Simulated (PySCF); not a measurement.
AlBH3NO (calculated)

All values are calculated (PySCF 2.14.0). Calculation on a computer-drawn molecule: optimised geometry and harmonic frequencies of an isolated molecule of the commonest isotopes, restricted reference for singlets and unrestricted otherwise, frozen core in MP2.

### AlBH3NO

Start structure:
```xyz
7
AlBH3NO
N      0.3996     2.8812    -0.3703
Al     1.3168     2.2804     0.9370
B      2.8652     1.3155     1.8493
O      2.9750     1.1122     0.4944
H     -0.3775     3.4730    -0.0355
H      3.7368     0.8033     2.5866
H      3.6683     0.6476     0.0733
```

Settings of this run: charge 0, multiplicity 1, method HF and basis cc-pV(D+d)Z.

It finds rotational constants 46.54, 2.37, 2.255 GHz; total energy -397.6523 hartree; convergence status largest gradient component 1.757e-05 hartree/bohr.

Drawn bonds:
```tsv
atom	other atom	order
1	2	2
2	3	1
3	4	1
1	5	1
3	6	1
4	7	1
```

Optimised structure:
```xyz
7
AlBH3NO
N     -0.0544     3.2401     0.2311
Al     1.2268     2.3773     0.6459
B      2.9371     1.2320     1.2828
O      3.6677     0.6318     0.3285
H     -0.8430     3.7693    -0.0505
H      3.2411     1.1229     2.4421
H      4.4089     0.1399     0.6550
```

Modes:
```tsv
frequency (cm⁻¹)	reduced mass (dalton)
113.7	6.527
143.7	5.14
283.2	9.557
502.8	1.556
523.2	1.151
551.3	2.01
608.3	1.211
920.3	1.35
1060	1.023
1230	7.116
1270	1.67
1390	4.724
2671	1.092
3997	1.086
4125	1.066
```
